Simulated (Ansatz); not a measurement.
Total energies of Si₉GeH₁₆, an alloyed cluster cut from the lattice of silicon (1 Ge, core) from Ansatz at PBE-D4/def2-SVP, gas phase (1 Eh = 27.2114 eV = 2625.5 kJ/mol). The reference geometry is relaxed at r2SCAN-D4/def2-SVP.

```xyz
26

Si   -0.9592    0.7068   -2.0398
Si    1.6306    1.5642    0.6892
Si    1.0107   -2.1149   -0.2943
Ge   -1.6903   -0.1572    1.6531
Si    0.0484   -1.4002   -2.3180
Si    2.6234   -0.5476    0.3948
Si    0.6673    2.2560   -1.3420
Si   -2.6497    0.5563   -0.4151
Si   -0.0372    1.4254    2.3382
Si   -0.6593   -2.2906    1.3490
H    -1.5450    1.1550   -3.3468
H     2.6794    2.5537    1.1053
H     1.6680   -3.4484   -0.4993
H    -2.7909   -0.2595    2.7298
H     1.1112   -1.3095   -3.3706
H    -0.9776   -2.3954   -2.7685
H     3.7006   -0.4512   -0.6426
H     3.2468   -0.9971    1.6814
H     1.7343    2.3627   -2.3889
H     0.0392    3.6057   -1.1697
H    -3.3048    1.8911   -0.2338
H    -3.6928   -0.4252   -0.8539
H    -0.6737    2.7672    2.5339
H     0.5658    0.9953    3.6403
H    -1.6885   -3.2938    0.9268
H    -0.0568   -2.7488    2.6417
```

```
                 state                       geometry  energy (Eh)
      charge 0 singlet                      reference  -4689.43706
      charge 1 doublet                      reference  -4689.12005
      charge 1 doublet  relaxed at r2SCAN-D4/def2-SVP  -4689.13086
     charge -1 doublet                      reference  -4689.43931
free Si atom (triplet)                              –   -289.12416
free Ge atom (triplet)                              –  -2076.34106
 free H atom (doublet)                              –     -0.49863
```

Q: Work out the vertical ionisation energy to the doublet.

A: E(charge 1 doublet) − E(charge 0 singlet) = -4689.12005 − (-4689.43706) = 0.31701 Eh = 8.63 eV. For comparison, −ε of the highest occupied level is 6.73 eV at this level, 1.90 eV less.

Q: Work out the vertical electron affinity, to the doublet.

A: E(charge 0 singlet) − E(charge -1 doublet) = -4689.43706 − (-4689.43931) = 0.00225 Eh = 0.06 eV; so near zero that its sign isn't settled. The basis lacks diffuse functions, which makes affinities too small.

Q: Give the fundamental gap IE − EA, the Mulliken electronegativity (IE + EA)/2 and the hardness (IE − EA)/2.

A: From the values in Eh: IE − EA = 0.31701 − 0.00225 = 0.31476 Eh = 8.57 eV; (IE + EA)/2 = 4.34 eV; (IE − EA)/2 = 4.28 eV. The HOMO–LUMO gap of the same run is 5.01 eV, 3.56 eV smaller than the fundamental gap.

Q: How much does the charge 1 doublet relax, and what is the adiabatic ionisation energy?

A: Relaxation: -4689.12005 − (-4689.13086) = 0.01081 Eh = 0.29 eV. Adiabatic ionisation energy: 0.30620 Eh = 8.33 eV, without zero-point energy. 

Q: What is the binding energy per atom against free atoms?

A: Atoms: 9 × (-289.12416) + 1 × (-2076.34106) + 16 × (-0.49863) = -4686.43658 Eh. Binding: -4686.43658 − (-4689.43706) = 3.00048 Eh = 81.65 eV, or 3.14 eV for each of 26 atoms (no zero-point energy, no counterpoise term).

At PBE-D4/def2-SVP the gap within one spin of the charge 1 doublet nearly closes, so an electron or hole may be smeared out by delocalisation error. At PBE-D4/def2-SVP the highest occupied level of the charge -1 doublet lies above zero (up to 1.77 eV). Energy differences disagree on whether the electron is bound (positive means bound): 0.06 eV (vertical, to the charge 0 singlet, at PBE-D4/def2-SVP), but -0.07 eV at PBE0-D4/def2-SVP.
